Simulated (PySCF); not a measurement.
**MCl anions for M along the alkali metals**

PBE0 with double-zeta basis sets in PySCF, for the lowest determinant that a PBE0 search found; no spin–orbit coupling. De refers to high-spin ground-configuration atoms (the charge goes to the atom of lower measured ionisation energy or higher electron affinity, which is not always the lowest computed limit). A positive dipole points towards Cl; it is taken about the centre of mass and depends on that origin.

```
 M      basis  charged atom  state (unpaired electrons)  Re (Å)  ωe (cm⁻¹)  De (eV)  μ (D)
Na  def2-SVPD           Cl−               doublet (σ ↑)   2.524        264     1.27   3.36
 K  def2-SVPD           Cl−               doublet (σ ↑)   2.847        212     1.33   3.21
Rb  def2-SVPD           Cl−               doublet (σ ↑)   3.007        171     1.23   0.78
Cs  def2-SVPD           Cl−               doublet (σ ↑)   3.138        158     1.26   0.15
```

(1) By what factor does the well depth vary along the series?

Down a group the atoms grow and get heavier, so bonds lengthen and wavenumbers fall; this series shows no clear exception.

Spin–orbit coupling is left out. For an ion De counts to the pair picked by the measured ionisation energies or electron affinities, which need not be the lowest pair at this level. The highest Kohn–Sham level is positive in some of these anions. Much of that is self-interaction error, but it also means that the finite basis helps to hold the extra electron. States were picked by a PBE0 search and need not be the measured ground states.

## Answers

(1) At PBE0 it runs from 1.23 eV (RbCl⁻) to 1.33 eV (KCl⁻), a factor of 1.08.
